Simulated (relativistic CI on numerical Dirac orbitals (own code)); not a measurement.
Inner-shell lines of Hf59+

These numbers are calculated, not measured: Dirac-Coulomb-Breit CI, separate exchange-only KLI orbitals for each configuration, model QED (radiative potential, 1s self-energy scaled to tabulated hydrogen-like ionisation energies), valence Slater integrals scaled by 0.9 (own radial code, finite nucleus).

Configurations in the expansion (outside the closed core 1s2 2p6): 2s2 3s2 3p, 2s 3s2 3p2, 2s 3s2 3p 4p, 2s 3s 3p3, 2s 3s 3p2 4p, 2s2 3s 3p2. Levels of other configurations are missing.

The table holds the strongest lines. The upper levels have an inner-shell vacancy. Auger decay, open to those above the ionisation limit, is not computed, and radiative decays to configurations outside the model are missing too. Absolute energies can be off by a few tenths of a per cent, and at this charge the scaling can make term splittings too narrow, so close lines can change order. LS names give the leading component, which can be well under half, for lower levels too. Brackets number the levels in order of energy.

| E (eV) | Upper | Lower | A (s⁻¹) | gA (s⁻¹) |
| --- | --- | --- | --- | --- |
| 9539.3 | 2s 3s 3p3 4P°_5/2 [16] | 2s2 3s 3p2 2D_5/2 [5] | 2.03e+14 | 1.22e+15 |
| 9547.0 | 2s 3s2 3p2 4P_3/2 [12] | 2s2 3s2 3p 2P°_3/2 [3] | 1.56e+14 | 6.23e+14 |
| 9552.8 | 2s 3s2 3p2 2P_1/2 [13] | 2s2 3s2 3p 2P°_3/2 [3] | 3.32e+14 | 6.64e+14 |
| 9553.0 | 2s 3s 3p3 4D°_7/2 [25] | 2s2 3s 3p2 4P_5/2 [8] | 3.10e+14 | 2.48e+15 |
| 9556.0 | 2s 3s2 3p2 2D_5/2 [14] | 2s2 3s2 3p 2P°_3/2 [3] | 3.23e+14 | 1.94e+15 |
| 9556.4 | 2s 3s2 3p2 4P_1/2 [11] | 2s2 3s2 3p 2P°_1/2 [1] | 4.95e+14 | 9.89e+14 |
| 9557.4 | 2s 3s 3p3 2P°_3/2 [17] | 2s2 3s 3p2 2D_5/2 [5] | 3.26e+14 | 1.30e+15 |
| 9558.0 | 2s 3s 3p3 4P°_5/2 [16] | 2s2 3s 3p2 4P_3/2 [4] | 2.47e+14 | 1.48e+15 |
| 9560.8 | 2s 3s2 3p2 2D_3/2 [15] | 2s2 3s2 3p 2P°_3/2 [3] | 1.83e+14 | 7.32e+14 |
| 9563.0 | 2s 3s 3p3 2D°_5/2 [32] | 2s2 3s 3p2 2P_3/2 [10] | 2.77e+14 | 1.66e+15 |
| 9564.0 | 2s 3s 3p3 2P°_3/2 [19] | 2s2 3s 3p2 2P_1/2 [6] | 1.75e+14 | 7.00e+14 |
| 9861.7 | 2s 3s 3p3 6S°_5/2 [23] | 2s2 3s 3p2 4P_3/2 [4] | 1.34e+14 | 8.02e+14 |
| 9863.7 | 2s 3s 3p3 4D°_7/2 [25] | 2s2 3s 3p2 2D_5/2 [5] | 1.41e+14 | 1.13e+15 |
| 9868.4 | 2s 3s 3p3 2P°_3/2 [17] | 2s2 3s 3p2 4P_1/2 [2] | 4.60e+14 | 1.84e+15 |
| 9873.8 | 2s 3s2 3p2 2P_1/2 [13] | 2s2 3s2 3p 2P°_1/2 [1] | 4.84e+14 | 9.67e+14 |
| 9874.4 | 2s 3s 3p3 2S°_1/2 [29] | 2s2 3s 3p2 2P_1/2 [6] | 3.88e+14 | 7.76e+14 |
| 9876.5 | 2s 3s2 3p2 4P_5/2 [20] | 2s2 3s2 3p 2P°_3/2 [3] | 1.27e+14 | 7.62e+14 |
| 9877.2 | 2s 3s 3p3 2D°_3/2 [30] | 2s2 3s 3p2 2D_3/2 [7] | 4.54e+14 | 1.81e+15 |
| 9880.9 | 2s 3s 3p3 4S°_3/2 [24] | 2s2 3s 3p2 4P_3/2 [4] | 5.79e+14 | 2.32e+15 |
| 9881.6 | 2s 3s 3p3 2D°_5/2 [26] | 2s2 3s 3p2 2D_5/2 [5] | 5.71e+14 | 3.43e+15 |
| 9881.7 | 2s 3s2 3p2 2D_3/2 [15] | 2s2 3s2 3p 2P°_1/2 [1] | 4.62e+14 | 1.85e+15 |
| 9883.2 | 2s 3s2 3p2 2P_3/2 [21] | 2s2 3s2 3p 2P°_3/2 [3] | 7.04e+14 | 2.82e+15 |
| 9884.8 | 2s 3s 3p3 4P°_5/2 [34] | 2s2 3s 3p2 4P_5/2 [8] | 3.61e+14 | 2.16e+15 |
| 9889.4 | 2s 3s 3p3 2P°_1/2 [18] | 2s2 3s 3p2 4P_1/2 [2] | 4.41e+14 | 8.82e+14 |
| 9897.6 | 2s 3s 3p3 4P°_3/2 [28] | 2s2 3s 3p2 2D_5/2 [5] | 2.42e+14 | 9.69e+14 |
| 9898.6 | 2s 3s2 3p2 2S_1/2 [22] | 2s2 3s2 3p 2P°_3/2 [3] | 3.60e+14 | 7.20e+14 |
| 9901.5 | 2s 3s 3p3 2P°_3/2 [35] | 2s2 3s 3p2 4P_5/2 [8] | 5.12e+14 | 2.05e+15 |
| 9902.4 | 2s 3s 3p3 4P°_1/2 [27] | 2s2 3s 3p2 4P_3/2 [4] | 3.23e+14 | 6.47e+14 |
| 12442.6 | 2s 3s 3p2 4p 4D°_7/2 [59] | 2s2 3s 3p2 2D_5/2 [5] | 1.18e+14 | 9.43e+14 |
| 12446.2 | 2s 3s 3p2 4p 6D°_5/2 [57] | 2s2 3s 3p2 4P_3/2 [4] | 1.04e+14 | 6.27e+14 |
| 12470.0 | 2s 3s2 3p 4p 2D_5/2 [53] | 2s2 3s2 3p 2P°_3/2 [3] | 1.28e+14 | 7.67e+14 |
| 12580.0 | 2s 3s 3p2 4p 4D°_5/2 [80] | 2s2 3s 3p2 4P_3/2 [4] | 1.23e+14 | 7.36e+14 |
| 12580.1 | 2s 3s 3p2 4p 4D°_7/2 [86] | 2s2 3s 3p2 2D_5/2 [5] | 1.18e+14 | 9.42e+14 |
| 12595.5 | 2s 3s2 3p 4p 2D_3/2 [45] | 2s2 3s2 3p 2P°_1/2 [1] | 2.05e+14 | 8.19e+14 |
| 12599.0 | 2s 3s2 3p 4p 2D_5/2 [64] | 2s2 3s2 3p 2P°_3/2 [3] | 2.04e+14 | 1.22e+15 |
